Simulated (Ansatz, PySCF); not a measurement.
ZrFH3, SMILES [F][ZrH3], multiplicity 1. Atoms are numbered in the order given.

```xyz
5

Zr     0.0000     0.0000    -0.2366
F      0.0000     0.0000     1.6373
H     -1.5194    -0.8772    -0.8154
H      1.5194    -0.8772    -0.8154
H      0.0000     1.7544    -0.8154
```
Charge 0, spin multiplicity 1.

Geometry optimised at PBE0-D3(BJ)/def2-TZVP. The spin state was assumed, not searched. The structure was generated by enumeration; whether it is a known compound was not checked. The def2 effective core potentials stand for the cores of Zr; spin–orbit coupling is left out.

Two levels are set side by side: PBE-D3(BJ)/def2-TZVP (Ansatz, a quantum-chemistry and plane-wave program) and PBE0-D3(BJ)/def2-TZVP (Ansatz). Each level has its own optimised geometry; the coordinates shown are those of the second. Frequencies come from the Hessian of PySCF at each geometry. Differences are taken from unrounded values.

| quantity | PBE0-D3(BJ) | PBE-D3(BJ) | PBE-D3(BJ) minus PBE0-D3(BJ) |
|---|---|---|---|
| mean bond length (Å) | 1.854 | 1.864 | 0.010 |
| bond Zr1–F2 (Å) | 1.874 | 1.885 | 0.011 |
| bond Zr1–H3 (Å) | 1.847 | 1.856 | 0.009 |
| bond Zr1–H4 (Å) | 1.847 | 1.856 | 0.009 |
| bond Zr1–H5 (Å) | 1.847 | 1.856 | 0.009 |
| highest harmonic wavenumber (cm⁻¹) | 1741 | 1689 | -51 |
| mean harmonic wavenumber (cm⁻¹) | 934 | 914 | -20 |
| zero-point energy (kcal/mol) | 12.02 | 11.75 | -0.26 |

Exact exchange shortens and stiffens bonds; PBE has none. Differences between two approximate levels are no errors against the true value.
